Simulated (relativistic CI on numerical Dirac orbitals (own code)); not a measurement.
## Sensitivity of the levels of Tb V to α and to the nuclear radius

Calculated at this level of theory: Dirac-Coulomb-Breit CI, separate exchange-only KLI orbitals for each configuration, valence Slater integrals scaled by 0.85, P86 correlation energy added to each configuration, derivatives by finite differences, QED left out (own radial code, finite nucleus).

Configuration list (outside the closed core [Xe]): 4f7. The list is cut by size and lacks configurations that can hold low levels.

With x = (α/α₀)² − 1 an excitation energy changes as ω = ω₀ + qx; K = 2q/ω₀ is the relative enhancement. Terms are leading LS components, so labels can repeat. The field-shift factor is F = δν/δ⟨r²⟩ for the transition from the lowest level.

Lowest level 4f7 8S°_7/2.

```
       Level  ω₀ (cm⁻¹)  q (cm⁻¹)  F (GHz/fm²)
 4f7 6P°_7/2    34754.9     -4909        0.642
 4f7 6P°_5/2    35542.0     -3551        0.692
 4f7 6P°_3/2    36274.9     -2375        0.736
 4f7 6I°_7/2    38084.9     -3807        0.735
4f7 6I°_17/2    38535.3     -2551        0.763
 4f7 6I°_9/2    38547.1     -2831        0.765
4f7 6I°_11/2    38906.4     -2096        0.788
4f7 6I°_15/2    39025.1     -1723        0.794
4f7 6I°_13/2    39092.8     -1698        0.799
 4f7 6D°_9/2    43382.2     -3069        0.854
 4f7 6D°_1/2    44618.6      -814        0.936
 4f7 6D°_7/2    44692.9     -1100         0.93
 4f7 6D°_3/2    44936.8    -333.3        0.954
 4f7 6D°_5/2    45098.1    -223.4         0.96
 4f7 4D°_7/2    53864.7    -10200        0.929
 4f7 6G°_5/2    55195.4     -7693         1.01
 4f7 6G°_9/2    55856.2     -5943         1.05
4f7 6G°_11/2    55898.7     -6247         1.04
 4f7 6G°_3/2    56472.5     -5683         1.08
 4f7 6G°_7/2    57650.8     -4963         1.12
4f7 4N°_17/2    57941.0     -6909         1.09
4f7 6G°_13/2    58068.1     -4138         1.13
 4f7 4D°_1/2    58422.2     -3701         1.18
```

At this charge configurations can still be misplaced by up to about 7 % of their energy. Levels and lines within the n = 5 or 6 shells can be off by up to 10 % or somewhat more, and those that change n by about 2 %, since core polarisation is missing.

**Question.** Which transition from the lowest level has the largest |K|?

**Answer.** 4f7 4D°_7/2 at 53864.7 cm⁻¹, K = -0.379.
